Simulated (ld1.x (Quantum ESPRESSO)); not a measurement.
# Ranking ultrasoft potentials for boron (B)

All share these settings but for the change named:

ld1.x (Quantum ESPRESSO) 7.5 input, shortened:

```
&input
   title='B', zed=5., rel=1, dft='PZ', iswitch=3,
   config='[He] 2s2 2p1'
 /
 &inputp
   pseudotype=3, tm=.true., lloc=-2, rcloc=1.45,
   nlcc=.true., new_core_ps=.true., rcore=0.85,
   which_augfun='PSQ', rmatch_augfun_nc=.true.
 /
4
2S  1  0   2.00   0.00  1.10  1.30  0.0
2S  1  0   0.00   0.25  1.10  1.30  0.0
2P  2  1   1.00   0.00  1.95  2.10  0.0
2P  2  1   0.00   2.25  1.95  2.10  0.0
 &test
   configts(1)='2s2 2p1'
 /
```

Test errors are all-electron minus pseudo excitation energies from the reference, over 2s2 2p0; 2s1 2p0; 2s2 2p0.5; 2s2 2p1.3; 2s1 2p2; 2s0 2p3; 2s1 2p1. None of these files shows a bound ghost.

The base gives 36.7 meV.

Of 6 variants that were run, those that failed, showed a ghost or another fault, or gave nearly equal values are left out.

A variant can come out equal or close to the base, since the largest error may sit in a test that the change hardly touches while other tests move.

**Question.** Rank these variants by their largest absolute test error, smallest first.
A. augmentation PSQ, radius 1.10 bohr
B. local potential all-electron potential smoothed inside 0.98 bohr (lloc = -2)
C. core correction Bessel-smoothed model core inside 0.58 bohr

**Answer.** A (19.8 meV), B (36.7 meV), C (42.2 meV).
